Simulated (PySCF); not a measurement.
A side-by-side comparison of computed properties.

First species: C₇H₁₀F₂.
InChI=1S/C7H10F2/c8-7(9)2-1-5-3-6(7)4-5/h5-6H,1-4H2/t5-,6+

Second species: C7H10F2.
SMILES: `C=C[C@@H](C)C(=C)C(F)F`

Levels: PBE0/pcSseg-1 for HOMO energy, LUMO energy and HOMO–LUMO gap. Geometries: GFN2-xTB. Each structure is a single optimised conformer of the isolated species, non-relativistic unless stated; the electronic structure was computed with PySCF and density fitting.

Dipoles, sizes and rotational constants follow the conformer. The torsions of the flexible species, by atom-mapped SMILES:
- `[CH2:1]=[CH:2][C@@H:3]([CH3:4])[C:5](=[CH2:6])[CH:7]([F:8])[F:9]`: C1–C2–C3–C4 120°, C2–C3–C5–C6 -107°, C3–C5–C7–F8 -174°

The conformers of `FC1(F)CC[C@H]2C[C@@H]1C2` aren't listed.

```
     property  column X  column Y
  HOMO energy  -8.55 eV  -7.77 eV
  LUMO energy   1.16 eV  -0.57 eV
HOMO–LUMO gap   9.71 eV   7.20 eV
```

(1) Which column belongs to which species?

(2) How does each property change from the first species to the second?

Results:

(1) Column X is the first species and column Y the second. The first has 19 atoms and 70 electrons, the second 19 and 70.

(2) HOMO energy +0.78 eV; LUMO energy -1.73 eV; HOMO–LUMO gap -2.51 eV.

